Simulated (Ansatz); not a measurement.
`[F][K]` → F• + K•  (atomization)

Program: Ansatz. Geometries: PBE0-D4/def2-TZVP. ΔE: electronic, gas phase. CBS: MP2 limit from def2 TZ/QZ plus the TZ coupled-cluster correction, frozen cores. This one scheme is used for every species, atoms too. DFT in def2-TZVPP. Open shells (•) are unrestricted, without spin–orbit coupling. Spin–orbit coupling would lower the free atoms: a little for F. For K outer-core shells are correlated without core-valence functions, so the limit isn't a true one: a few kJ/mol of doubt a bond, and 10 to 20 or more in all where bonds break to atoms. Scalar relativity is left out up to krypton.

```csv
level,ΔE (kJ/mol),difference from CCSD(T)/CBS
LDA (SPW92),551.6,57.1
CAM-B3LYP-D4,481.5,-13.0
ωB97X-V,482.7,-11.8
ωB97M-V,479.6,-14.9
BLYP,484.2,-10.3
PBE0,458.0,-36.5
LC-ωPBE,491.0,-3.5
HF/def2-SVP,266.9,-227.6
CCSD/def2-SVP,398.4,-96.1
CCSD/CBS(def2),484.6,-9.9
CCSD(T)/CBS,494.5,0
```

Largest T1 diagnostic among the species: 0.013.

From r2SCAN to r2SCAN0 (25 % exact exchange), in def2-TZVPP and without D4, ΔE moves by −26.8 kJ/mol: exact exchange takes away binding that semilocal exchange gives to molecules. Leaving LDA and LC-ωPBE aside and taking each functional with its dispersion term where it has one, the values, not all of them listed here, spread over 56.5 kJ/mol, from BHLYP-D4 to PBE-D4. LDA lies +63.4 kJ/mol from PBE without D4, its usual overbinding. In def2-TZVPP, CCSD(T) changes the Hartree–Fock value by +164.0 kJ/mol (the triples alone add +9.9 kJ/mol) and MP2 by +194.7 kJ/mol; breaking electron pairs costs correlation energy, which Hartree–Fock lacks.

For atomizations the MP2-based limit and the directly extrapolated one differ by several kJ/mol either way, and by 10 to 25 for some Ge, Se and Sn compounds, so smaller differences from it don't rank the levels.
